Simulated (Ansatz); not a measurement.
A nudged elastic band was laid between two geometries of BH3O + BrH (7 atoms, charge 0, multiplicity 1).

Level of theory: RKS LDA/def2-SVP (Ansatz 0.2.0).

| Quantity | Value |
| --- | --- |
| movable images | 7 |
| climbing image | yes |
| spring | 5.0 eV/Å² |
| optimiser | quadratic models (default) |
| start path | through a guess of the saddle point |
| force threshold | 0.05 eV/Å |
| iteration limit | 60 |
| end points | relaxed |

First end point:

```xyz
7
Properties=species:S:1:pos:R:3
B 0.016 -0.219 -0.016
H -0.076 -0.335 1.216
H 1.077 0.053 -0.543
O -1.034 -0.477 -0.801
H -1.858 -0.697 -0.325
Br -0.297 2.667 1.223
H -0.157 1.223 1.427
```

Last end point:

```xyz
7
Properties=species:S:1:pos:R:3
B -0.295 0.616 -0.417
H 0.181 -0.365 2.466
H 0.785 0.074 -0.570
O -1.467 0.017 -0.653
H -1.363 -0.909 -0.947
Br -0.331 2.432 0.162
H 0.162 0.349 2.143
```

(1) What changes between the two ends?

(2) What energy profile does the band end with?

(3) What is the geometry of the highest image?

## Answers

(1) Bonds broken: B1–H2, Br6–H7. Bonds formed: B1–Br6, H2–H7. BH3O + BrH becomes BBrH2O + H2.

(2) It converged. The highest image is number 2 of 0 to 8, 5.1 kcal/mol above the first end and 20.0 kcal/mol above the last; the last end lies 14.8 kcal/mol below the first. The profile has 2 maxima (images 2, 7) with wells between them (image 5): this band takes more than one step, which may be the mechanism or a detour left from its start path. A structure lower than the last end lies on the path between it and the top, so the climb from that side starts below the end, which may itself be a saddle point or a shallow side well. The order of the stationary point at the top wasn't checked. The orbitals stay closed-shell, which can raise the energy where a bond breaks towards radicals; this wasn't checked here.

```csv
image,path coordinate (Å),energy (kcal/mol),B1–H2 (Å),Br6–H7 (Å),B1–Br6 (Å)
0,0.00,0.0,1.24,1.46,3.16
1,0.48,1.2,1.25,1.50,2.78
2,0.96,5.1,1.32,1.69,2.35
3,2.73,-16.0,2.89,3.00,1.92
4,4.49,-16.1,3.08,3.70,1.91
5,6.26,-16.3,3.65,5.02,1.92
6,8.03,-15.8,3.73,5.17,1.90
7,9.78,-14.4,3.55,4.26,1.90
8,11.54,-14.8,3.08,2.92,1.91
```

(3) 
```xyz
7
Properties=species:S:1:pos:R:3
B -0.002 0.105 0.049
H 0.059 -0.308 1.303
H 1.120 0.182 -0.398
O -1.026 -0.367 -0.692
H -1.893 -0.440 -0.254
Br -0.406 2.305 0.787
H -0.181 0.738 1.388
```

Run time: 3.4 min on 1 thread of Arm Neoverse V2 (shared host), peak memory 0.14 GiB.
